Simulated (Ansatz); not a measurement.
**A geometry optimisation of BrGeH5Si with PBE0-D3(BJ)/def2-SVP**

The starting geometry of this gas-phase triplet was optimised with GFN2-xTB as a singlet; its bonds are those of `[SiH3][GeH2][Br]`.

```xyz
8

Br   -2.9990    1.4509   -2.9067
Ge   -1.8731    2.0930   -1.0069
Si   -2.2018    0.5491    0.7543
H    -3.6298    0.4682    1.0533
H    -1.6949   -0.7563    0.3369
H    -1.4631    1.0358    1.9149
H    -0.4605    2.3053   -1.5479
H    -2.3754    3.5249   -0.8327
```

Predict what it relaxes into with PBE0-D3(BJ)/def2-SVP.

It rearranges, giving a structure with H4 bridging Br1 and Si3, given below by its coordinates. Distances that change by over a tenth: Si3–H4 (1.46 → 1.65 Å). Contacts that open: Br1–Ge2 (2.30 → 4.56 Å). Contacts that close: Br1–H4 (4.13 → 1.74 Å).

The energy falls by 2.14 eV over 42 steps:

```csv
step,E − E(last) (eV)
1,2.141
6,0.324
10,0.272
15,0.267
19,0.251
24,0.169
28,0.045
33,0.001
37,0.000
42,0.000
```

Final geometry (Å):

```yaml
atoms:
  - { symbol: Br, position_ang: [-4.8852, 0.2820, -1.6323] }
  - { symbol: Ge, position_ang: [-0.9497, 2.4457, -0.8286] }
  - { symbol: Si, position_ang: [-2.0963, 0.6656, 0.2392] }
  - { symbol: H, position_ang: [-3.4536, 0.5107, -0.6784] }
  - { symbol: H, position_ang: [-1.3589, -0.6281, 0.1515] }
  - { symbol: H, position_ang: [-2.5631, 0.9038, 1.6402] }
  - { symbol: H, position_ang: [0.4188, 2.7710, -0.1895] }
  - { symbol: H, position_ang: [-1.8095, 3.7202, -0.9370] }
```

Frequencies at the end are all real (lowest 17 cm⁻¹). Open shells are spin-unrestricted. The triplet needn't be the ground state. Run with Ansatz 0.2.0, 6.1 min on 2 threads of Intel(R) Xeon(R) Platinum 8488C (Sapphire Rapids) (shared host).
